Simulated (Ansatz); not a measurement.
Coupled-cluster run, `FC([SiH3])[TeH]`.

```yaml
crystal:
  periodic: [false, false, false]
  atoms:
    - {symbol: F, position_ang: [-0.338064, 0.254814, -1.830114]}
    - {symbol: C, position_ang: [-0.135381, 0.442851, -0.473484]}
    - {symbol: Si, position_ang: [0.890642, -0.970645, 0.265925]}
    - {symbol: Te, position_ang: [-1.996716, 0.581000, 0.597613]}
    - {symbol: H, position_ang: [0.354246, 1.409662, -0.333540]}
    - {symbol: H, position_ang: [1.422819, -0.517794, 1.574820]}
    - {symbol: H, position_ang: [2.004496, -1.307963, -0.656590]}
    - {symbol: H, position_ang: [0.018712, -2.158731, 0.455171]}
    - {symbol: H, position_ang: [-2.132255, 2.220605, 0.383197]}
basis:
  gaussian: {orbitals: def2-TZVPP}
correlation: {method: ccsd_t}
output: {orbitals: {seedname: orbitals}}
```

```sh
$ ansatz run in.yaml --threads 4 --pin off --events-out ev --progress --plain
```

Log, shortened:

```
Functional definition: HF
1498 factors; integrals over basis functions are off by at most 1.1e-3 eV
mean field evaluation 1: about -18941.8506 eV, gradient 2.5e1 eV
mean field evaluation 2: about -18942.1021 eV, gradient 2.5e1 eV
mean field evaluation 4: about -18944.1607 eV, gradient 3.8e0 eV
mean field evaluation 8: about -18944.2184 eV, gradient 2.9e-1 eV
mean field -18944.21883004 eV, -696.1872011513 hartree, gradient 5.5e-6 eV, S^2 0.000000; 0 other end points of the search recorded, 0 dependent functions left out
11 core orbitals not correlated: weight in the atoms' cores, before any rotation towards them, 1.000 or more for the frozen orbitals, at most 0.000 for the correlated occupied ones
reference -18944.21883004 eV, -696.1872011513 hartree; 18, 18 occupied and 195, 195 virtual orbitals, 1498 factors
second order -27.68886289 eV of doubles, -0.00000000 eV of singles
cycle   1  -27.15649610 eV  change    5.3e-1 eV  update   1.2e-1
cycle   2  -27.86055197 eV  change   -7.0e-1 eV  update   3.5e-2
cycle   3  -27.99356194 eV  change   -1.3e-1 eV  update   1.8e-2
cycle   4  -27.97215372 eV  change    2.1e-2 eV  update   4.7e-3
cycle   5  -27.96822264 eV  change    3.9e-3 eV  update   2.3e-3
cycle   6  -27.97021529 eV  change   -2.0e-3 eV  update   7.5e-4
cycle   7  -27.96998194 eV  change    2.3e-4 eV  update   3.2e-4
cycle   8  -27.96971132 eV  change    2.7e-4 eV  update   1.1e-4
cycle   9  -27.96977012 eV  change   -5.9e-5 eV  update   5.1e-5
cycle  10  -27.96980981 eV  change   -4.0e-5 eV  update   2.0e-5
perturbative correction -0.86104421 eV, -0.0316427911 hartree
Total energy: -18973.04968406 eV, -697.2467154943 hartree
```

Hardware: 4 threads of a server CPU on a shared host. Wall time 2.9 min, peak host memory 4 GiB.

The correlation energy is -28.831 eV, 3.0 % of it from (T); the T1 diagnostic reads 0.0121.
